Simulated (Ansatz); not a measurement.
Energy needed to pull apart AlHIF (SMILES [F][AlH][I]), singlet, into free ground-state atoms, from the structure below (displaced at random from its PBE0-D4/def2-TZVP minimum); no zero-point or spin–orbit terms; open-shell atoms are treated unrestricted, in their ground-state multiplicity.

F1  (-1.399, -0.125, 1.113)
Al2  (-0.257, 0.045, -0.038)
I3  (2.069, -0.778, 0.283)
H4  (-0.618, 0.907, -1.332)
(Å)

Program: Ansatz 0.2.0. Basis: def2-TZVPP. Cores are frozen in the correlated methods. Filled d shells of the heavier atoms are correlated. Core potentials replace the inner electrons of the atoms past krypton. The def2 sets are not built for correlating such inner shells, so the correlated values are less sure here.

```tsv
method	atomization energy (kJ/mol)
PBE-D4	?
r2SCAN-D4	?
PBE0-D4	1179
wB97M-V	1194
HF	914
MP2	1228
CCSD	1158
CCSD(T)	1177
```

Task: What does PBE-D4 give? (To be estimated.)

Result: Computed: 1201 kJ/mol, which is about 23 kJ/mol more than CCSD(T)/def2-TZVPP.

Task: What does r2SCAN-D4 give? (Judge from chemistry; the value comes from the calculation.)

Result: By the calculation: 1210 kJ/mol, which is about 32 kJ/mol more than CCSD(T)/def2-TZVPP.

In triple zeta the MP2 and coupled-cluster atomization energies are still short of their basis limit by a few kcal/mol a bond, whereas those of the functionals are nearly converged, so these differences are not deviations from converged CCSD(T).

No T1 diagnostic of these runs exceeds 0.010.

For scale, one of the runs: CCSD(T)/def2-TZVPP forces, 137 basis functions (an equivalent command: `ansatz run in.yaml --threads 2`). Time: 69 s of wall clock on 2 CPU threads; the host was shared. Peak host memory: 1.5 GiB.
